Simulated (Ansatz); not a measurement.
Relaxation of Al4N4⁻ with UKS r2SCAN-D4/def2-SVPD.

```sh
$ ansatz run in.yaml --threads 4 --pin off --events-out ev --progress --plain --max-ram 4787MiB
```

```yaml
crystal:
  periodic: [false, false, false]
  atoms:
    - {symbol: Al, position_ang: [-4.763640, 0.676670, 1.704250]}
    - {symbol: Al, position_ang: [4.736810, -0.684850, -1.774230]}
    - {symbol: Al, position_ang: [1.532370, -0.229600, -0.560910]}
    - {symbol: Al, position_ang: [-1.522950, 0.229830, 0.586410]}
    - {symbol: N, position_ang: [-3.138960, 0.468690, 1.178850]}
    - {symbol: N, position_ang: [-0.078840, 0.618400, -0.457990]}
    - {symbol: N, position_ang: [0.093690, -0.613090, 0.494840]}
    - {symbol: N, position_ang: [3.141520, -0.466060, -1.171210]}
basis:
  gaussian: {orbitals: def2-SVPD}
total_charge: -1
magnetization: {spin_polarized: true, initial_magnetization: 1}
hamiltonian: {xc: r2scan, dispersion: d4}
scf: {lower_state_search: "off"}
output: {orbitals: {seedname: orbitals}}
relax: {f_tol: 0.02, max_steps: 100}
```

Run time 23 s (4 threads of Arm Neoverse V2 on a shared host).

Positions (Å) and forces (eV/Å) at steps 1, 2, 4 of 4:

```xyz
8
step=1 energy=-32331.2999 eV
Al   -4.764    0.677    1.704   -0.520    0.067    0.171
Al    4.737   -0.685   -1.774    0.530   -0.074   -0.200
Al    1.532   -0.230   -0.561    1.375   -0.196   -0.512
Al   -1.523    0.230    0.586   -1.382    0.197    0.501
N    -3.139    0.469    1.179    1.517   -0.215   -0.530
N    -0.079    0.618   -0.458   -0.002   -0.040    0.035
N     0.094   -0.613    0.495   -0.010    0.051   -0.038
N     3.142   -0.466   -1.171   -1.508    0.210    0.572
8
step=2 energy=-32331.3438 eV
Al   -4.759    0.676    1.708   -0.269    0.036    0.091
Al    4.735   -0.686   -1.770    0.275   -0.039   -0.103
Al    1.539   -0.228   -0.563    0.673   -0.097   -0.250
Al   -1.531    0.230    0.585   -0.674    0.097    0.248
N    -3.127    0.466    1.175    0.737   -0.106   -0.261
N    -0.080    0.617   -0.460    0.003   -0.051    0.040
N     0.092   -0.611    0.490   -0.010    0.057   -0.044
N     3.131   -0.464   -1.165   -0.735    0.103    0.280
8
step=4 energy=-32331.3576 eV
Al   -4.756    0.680    1.731    0.000    0.001    0.001
Al    4.742   -0.692   -1.763    0.000    0.000    0.000
Al    1.548   -0.225   -0.568    0.000    0.000    0.001
Al   -1.544    0.229    0.579    0.001    0.000    0.000
N    -3.125    0.460    1.164    0.000   -0.001   -0.001
N    -0.082    0.613   -0.464    0.000    0.000    0.000
N     0.089   -0.606    0.479    0.000    0.001   -0.001
N     3.127   -0.459   -1.158    0.000    0.000    0.000
```

Another isomer (doublet) lies 0.81 eV lower at PBE0-D4/def2-TZVPD; other spin states weren't run for this one.
